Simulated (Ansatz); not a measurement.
`NB(O)[TeH]` + H–F → `NB(O)F` + H₂Te  (ligand exchange at a B–Te bond)

Gas-phase electronic energies from Ansatz, PBE0-D4/def2-TZVP geometries. CCSD(T)/CBS is the MP2 limit (def2-TZVPP, def2-QZVPP) plus CCSD(T) − MP2 in def2-TZVPP, frozen cores. This one scheme is used for every species. Functionals use def2-TZVPP. B3LYP here is the variant with VWN-RPA as its local correlation; programs differ in this. Elements past krypton have def2 core potentials. For Te outer-core shells are correlated without core-valence functions, which leaves a few kJ/mol of doubt a bond. One conformer a species, not always the lowest.

CCSD(T)/CBS gives -0.95 eV.

(1) Another level gave -1.11 eV. Which?
A. B3LYP/def2-TZVPP
B. PBE0-D4/def2-TZVPP
C. revPBE-D4/def2-TZVPP
D. r2SCAN0/def2-TZVPP

Largest T1 diagnostic among the species: 0.011.

## Answers

(1) D. r2SCAN0 -1.11, revPBE-D4 -0.91, B3LYP -1.19, PBE0-D4 -0.99 eV.

From PBE to PBE0 (25 % exact exchange), in def2-TZVPP and without D4, ΔE moves by −0.03 eV. The D4 term adds +0.10 eV with B3LYP and +0.05 eV with PBE0; it sums over pairs of atoms, weighted by their polarisabilities, and B3LYP, whose exchange is more repulsive, gets the larger term.
